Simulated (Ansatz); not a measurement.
Reaction (redistribution): `[CH3][SnH]([OH])[F]` + `C#[C][InH][Cl]` → `C#[C][SnH]([CH3])[F]` + `[OH][InH][Cl]`

Program: Ansatz. Geometries: PBE0-D4/def2-TZVP. ΔE: electronic, gas phase. CCSD(T)/CBS adds triple-zeta CCSD(T) − MP2 to the extrapolated MP2 energy (def2 sets, frozen cores). DFT in def2-TZVPP. B3LYP here is the variant with VWN-RPA as its local correlation; programs differ in this. Elements past krypton have def2 core potentials. For In, Sn outer-core shells are correlated without core-valence functions, which leaves a few kJ/mol of doubt a bond. One conformer a species, not always the lowest.

```json
{"level": "LDA (SPW92)", "ΔE (kJ/mol)": "1.2"}
{"level": "r2SCAN0-D4", "ΔE (kJ/mol)": "5.0"}
{"level": "PBE", "ΔE (kJ/mol)": "1.2"}
{"level": "B3LYP", "ΔE (kJ/mol)": "3.8"}
{"level": "BHLYP", "ΔE (kJ/mol)": "6.6"}
{"level": "HF/def2-TZVPP", "ΔE (kJ/mol)": "10.0"}
{"level": "MP2/def2-QZVPP", "ΔE (kJ/mol)": "2.5"}
{"level": "SCS-MP2/def2-QZVPP", "ΔE (kJ/mol)": "3.0"}
```

Q: What does CCSD(T)/CBS give? (Estimate.)

A: Computed: +2.0 kJ/mol. The listed levels differ from it by -0.8, 3.0, -0.8, 1.8, 4.6, 8.0, 0.5, 1.0 kJ/mol.

Largest T1 diagnostic among the species: 0.015.

From BLYP to BHLYP (50 % exact exchange), in def2-TZVPP and without D4, ΔE moves by +5.1 kJ/mol. In def2-TZVPP, CCSD(T) changes the Hartree–Fock value by −6.3 kJ/mol (the triples alone add −1.0 kJ/mol) and MP2 by −6.7 kJ/mol.
